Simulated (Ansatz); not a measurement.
Cost and result for the atomization energy of C₂H₆BClO, SMILES `CCOBCl` (11 atoms, 10 bonds).

```xyz
11

C    -0.8916    0.8490    0.9256
C     0.4391    0.5002    0.3085
O     0.4950   -0.8939    0.0203
B     0.5650   -1.3492   -1.2307
Cl    0.6078   -3.0871   -1.4853
H    -0.9106    1.9062    1.2002
H    -1.0664    0.2553    1.8245
H    -1.7074    0.6615    0.2243
H     1.2565    0.7105    1.0027
H     0.6128    1.0735   -0.6079
H     0.5997   -0.6259   -2.1822
```

The species carries charge 0 and has multiplicity 1. The structure was optimised at the PBE0-D4/def2-TZVP level. It is one conformer, not always the lowest. Program: Ansatz. All runs use 4 threads of an INTEL XEON PLATINUM 8581C on a shared host. Times are those of one run each, without the atoms' runs, and a repeat can differ threefold. Electronic energies, without spin–orbit coupling; frozen cores. CCSD(T)/CBS adds CCSD(T) − MP2 in def2-TZVPP to the MP2 limit, and its time is that of the two runs behind it. T1 = 0.012.

CCSD(T)/CBS is a level of theory with its own doubt, some kJ/mol a heavy atom from the limit and from the frozen cores, so smaller differences don't rank the functionals.

| level | functions | wall time | atomization (kcal/mol) | difference from CCSD(T)/CBS | per bond |
| --- | --- | --- | --- | --- | --- |
| revPBE-D4/def2-TZVPP | 250 | 0.95 s | 1027.7 | -2.5 | -0.2 |
| BLYP-D4/def2-TZVPP | 250 | 0.95 s | 1028.9 | -1.3 | -0.1 |
| PBE-D4/def2-TZVPP (with forces) | 250 | 1.2 s | 1053.6 | 23.4 | 2.3 |
| r2SCAN-D4/def2-TZVPP (with forces) | 250 | 1.9 s | 1037.9 | 7.7 | 0.8 |
| r2SCANh-D4/def2-TZVPP | 250 | 2 s | 1032.2 | 2.0 | 0.2 |
| CCSD(T)/def2-SVP | 104 | 2.1 s | 990.3 | -39.9 | -4.0 |
| PBE-QIDH/def2-TZVPP | 250 | 2.5 s | 1030.5 | 0.3 | 0.0 |
| ωB97X-V/def2-TZVPP | 250 | 3.1 s | 1033.4 | 3.2 | 0.3 |
| B97M-V/def2-TZVPP | 250 | 3.2 s | 1036.6 | 6.4 | 0.6 |
| ωB97M-V/def2-TZVPP (with forces) | 250 | 4.2 s | 1036.6 | 6.4 | 0.6 |
| MP2/def2-QZVPP | 478 | 17 s | 1040.5 | 10.3 | 1.0 |
| CCSD(T)/def2-TZVPP | 250 | 54 s | 1007.2 | -23.0 | -2.3 |
| CCSD(T)/CBS(def2) | – | 70 s | 1030.2 | 0.0 | 0.0 |

Leaving LDA and LC-ωPBE aside and taking each functional with its dispersion term where it has one, the values, not all of them listed here, spread over 48.1 kcal/mol, from BHLYP-D4 to PBE-D4. LDA lies +129.8 kcal/mol from PBE without D4, its usual overbinding. From r2SCAN to r2SCAN0 (25 % exact exchange), in def2-TZVPP and without D4, the atomization energy moves by −14.0 kcal/mol: exact exchange takes away binding that semilocal exchange gives to molecules. The D4 term adds +7.1 kcal/mol with B3LYP and +3.7 kcal/mol with PBE0; it sums over pairs of atoms, weighted by their polarisabilities, and B3LYP, whose exchange is more repulsive, gets the larger term.

B3LYP here is the variant with VWN-RPA as its local correlation; programs differ in this.
